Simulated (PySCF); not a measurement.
Species: C4H4F3N3.
Bonds: C1–N2, N2–N3 (aromatic), N3–C4 (aromatic), C4–C5 (aromatic), C5–C6, C6–F7, C6–F8, C6–F9, C5–N10 (aromatic), N2–N10 (aromatic). Hydrogens: H11, H12, H13 on C1; H14 on C4.

NICS is the negative of the GIAO shielding at a point without a nucleus: at the ring centre (0) and 1 Å above and below it (1); zz is the component along the ring normal. Level: GIAO PBE0/pcSseg-1 (PySCF, non-relativistic, gas phase) on the GFN2-xTB geometry, one conformer.

Ring bond lengths (Å), with Mayer bond orders in brackets: N2–N3 1.308 (1.24), N3–C4 1.323 (1.50), C4–C5 1.401 (1.31), C5–N10 1.332 (1.42), N10–N2 1.303 (1.26).

**Question.** Give the NICS values of each ring in ppm.

**Answer.** 
```csv
ring,type,NICS(0),"NICS(1), two faces","NICS(1)zz, two faces",rms pucker (Å),"centre to ring atoms, mean (Å)"
N2–N3–C4–C5–N10,5-membered ring with 3 N; formal bonds all aromatic,-13.9,-13.5 / -13.6,-33.0 / -33.5,0.00,1.13
```

**Question.** What can be read from them?

**Answer.** 
- N2–N3–C4–C5–N10: mean NICS(1)zz -33.2 ppm, shielded, aromatic by this magnetic criterion (flat ring, no four-coordinate atom).

**Question.** How equal are the bonds by HOMA? HOMA = 1 − mean of α(R − Ropt)² over the ring bonds, with Krygowski's 1993 parameters (CC: Ropt 1.388 Å, α 257.7 Å⁻²; CN: Ropt 1.334 Å, α 93.52 Å⁻²; NN: Ropt 1.309 Å, α 130.33 Å⁻²).

**Answer.** 
- N2–N3–C4–C5–N10: HOMA 0.99; the largest term is that of C4–C5, α(R − Ropt)² = 0.04. The geometric and the magnetic index point the same way.

**Question.** How shielded are the nuclei of the rings and their hydrogens (means over atoms taken as equivalent)?

**Answer.** 
```json
{"atoms": "N2", "environment": "pyrrole-type nitrogen", "σ isotropic (ppm)": "-6.8", "principal values of the symmetric part, first atom (ppm)": "-140.5, 35.5, 84.6"}
{"atoms": "N3", "environment": "pyridine-type nitrogen", "σ isotropic (ppm)": "-97.1", "principal values of the symmetric part, first atom (ppm)": "-326.7, -128.9, 164.2"}
{"atoms": "C4", "environment": "aromatic CH next to a ring nitrogen", "σ isotropic (ppm)": "48.5", "principal values of the symmetric part, first atom (ppm)": "-30.2, 42.8, 132.9"}
{"atoms": "C5", "environment": "substituted aromatic carbon", "σ isotropic (ppm)": "41.4", "principal values of the symmetric part, first atom (ppm)": "-28.2, 38.4, 114.0"}
{"atoms": "N10", "environment": "pyridine-type nitrogen", "σ isotropic (ppm)": "-101.4", "principal values of the symmetric part, first atom (ppm)": "-344.7, -130.3, 170.7"}
{"atoms": "H14", "environment": "aromatic hydrogen", "σ isotropic (ppm)": "23.81", "principal values of the symmetric part, first atom (ppm)": "21.0, 23.4, 27.0"}
```

Cost: about 70 s of CPU time on one thread; the machine was shared, so the figure is rough. This is the whole shielding run at PBE0/pcSseg-1, SCF included.

Conformer computed: `[CH3:1][n:2]1[n:3][cH:4][c:5]([C:6]([F:7])([F:8])[F:9])[n:10]1`: C4–C5–C6–F7 0°.
